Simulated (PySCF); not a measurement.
## Frontier orbitals and the lowest excitations

Species: C5H7NO2Si.
Atom-mapped SMILES: `[CH3:1][SiH2:2]/[CH:3]=[C:4](\[C:5]#[N:6])[O:7][CH:8]=[O:9]` (hydrogens: H10, H11, H12 on C1; H13, H14 on Si2; H15 on C3; H16 on C8)

Cartesian coordinates in Å at the GFN2-xTB level; atoms count from 1:
```
atom  x, y, z in Å
C1    -2.144    1.332   -0.340
Si2   -1.871   -0.543   -0.341
C3    -0.052   -0.911   -0.718
C4     0.973   -0.548    0.057
C5     0.756    0.169    1.263
N6     0.450    0.715    2.223
O7     2.269   -0.913   -0.309
C8     3.318   -0.352    0.280
O9     3.305    0.499    1.115
H10   -1.835    1.784   -1.279
H11   -3.193    1.569   -0.189
H12   -1.580    1.806    0.459
H13   -2.211   -1.141    0.951
H14   -2.622   -1.187   -1.425
H15    0.202   -1.464   -1.611
H16    4.227   -0.807   -0.147
```

The calculation used TDDFT B3LYP/def2-SVPD, vertical, gas phase, core orbitals frozen in the response (PySCF 2.14.0, density-fitted response routines).

Frontier orbitals with the atoms that hold most of them (Löwdin shares over 4%, at most four atoms; ? is withheld):

```json
{"orbital": "HOMO-3", "ε (eV)": "-9.63", "atoms": "Si2 32%, H13 22%, H14 16%, C1 11%"}
{"orbital": "HOMO-2", "ε (eV)": "-9.35", "atoms": "C1 35%, Si2 25%, H14 11%, C3 8%"}
{"orbital": "HOMO-1", "ε (eV)": "-8.52", "atoms": "O9 56%, N6 10%, C8 10%, C5 6%"}
{"orbital": "HOMO", "ε (eV)": "?", "atoms": "?"}
{"orbital": "LUMO", "ε (eV)": "-2.37", "atoms": "?"}
{"orbital": "LUMO+1", "ε (eV)": "-0.81", "atoms": "C8 35%, O9 29%, O7 17%, H16 7%"}
{"orbital": "LUMO+2", "ε (eV)": "-0.21", "atoms": "N6 32%, C5 26%, C4 9%, C3 8%"}
```

Task: Which atoms hold the HOMO, and with what shares?

Result: C3 (bonded to C, Si and H) 26%; C4 (bonded to 2 C and O) 20%; N6 (bonded to C) 13%; O7 (bonded to 2 C) 12%. By element: carbon 46% or more, nitrogen 13%, oxygen 12% or more.

Task: Which atoms hold the LUMO, and with what shares?

Result: C3 (bonded to C, Si and H) 29%; C4 (bonded to 2 C and O) 20%; N6 (bonded to C) 13%; C5 (bonded to C and N) 9%. By element: carbon 58% or more, nitrogen 13%.

Task: What is the HOMO energy, and the HOMO–LUMO gap?

Result: ε(HOMO) = -7.88 eV; the gap is 5.51 eV (0.2024 hartree).

Task: The HOMO–LUMO gap is 5.51 eV. Where does the response calculation put the lowest singlet, and from which orbitals?

Result: S1 is at 5.01 eV (f = 0.016), 0.49 eV below the gap, made of HOMO-1→LUMO (82%), HOMO→LUMO (11%). Its leading pair isn't HOMO and LUMO; the energies of that pair differ by 6.15 eV. Without the coupling terms of the response equations the lowest excitation would equal the gap.

Task: One configuration dominates each of S1, S2, S3 and S6. Which, and how do the shares of the two leading atoms of either orbital change from the occupied to the empty one?

Result: 
- S1 (5.01 eV, f 0.016), HOMO-1→LUMO (82%): O9 56% → at most 9%, N6 10% → 13%, C3 at most 7% → 29%, C4 at most 7% → 20%
- S2 (5.31 eV, f 0.300), HOMO→LUMO (82%): C3 26% → 29%, C4 20% → 20%
- S3 (5.94 eV, f 0.0009), HOMO-1→LUMO+1 (70%): O9 56% → 29%, N6 10% → at most 7%, C8 10% → 35%
- S6 (6.32 eV, f 0.012), HOMO→LUMO+1 (78%): C3 26% → at most 7%, C4 20% → at most 7%, C8 at most 12% → 35%, O9 at most 12% → 29%

Löwdin shares depend on the basis, the more so with diffuse functions.

Time: 1.8 min of wall time; peak memory 0.96 GiB. Hardware: one thread, Arm Neoverse N1 (aarch64), no GPU (shared host).

One conformer stands for the species.
